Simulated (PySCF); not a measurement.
Working out the ionisation energy of Re²⁺

Re²⁺ [Xe] 4f14 5d5 (6S) → Re³⁺ [Xe] 4f14 5d4 (5D). Calculation: PySCF 2.14, in aug-cc-pwCVDZ-PP with ECP60MDF (6s6p5d3f, 70 functions); a scalar-relativistic core potential. Frozen: nothing. Energies in hartree (1 hartree = 27.21139 eV):

| part | Re²⁺ (lower) | Re³⁺ (upper) |
| --- | --- | --- |
| UHF | -77.039793 | -76.037876 |
| MP2 opposite-spin | -0.176846 | -0.169004 |
| MP2 same-spin | -0.101220 | -0.081455 |

What does Hartree-Fock give?

(-76.037876) − (-77.039793) = 1.001917 hartree = 27.264 eV.

What do MP2 and SCS-MP2 (6/5 opposite-spin, 1/3 same-spin) give?

The opposite-spin parts differ by 0.213 eV and the same-spin parts by 0.538 eV. MP2: 27.264 + (0.213) + (0.538) = 28.015 eV. SCS-MP2: 27.264 + 1.2 × (0.213) + (0.538)/3 = 27.699 eV.

Reference: 27 ± 1.6 eV (theoretical estimate listed by NIST; NIST Atomic Spectra Database, ionization energies), between the lowest levels; spin-orbit coupling is absent from the calculation.

A double-zeta basis recovers only part of the correlation energy.

What remains against the reference includes basis incompleteness and correlation beyond second order.
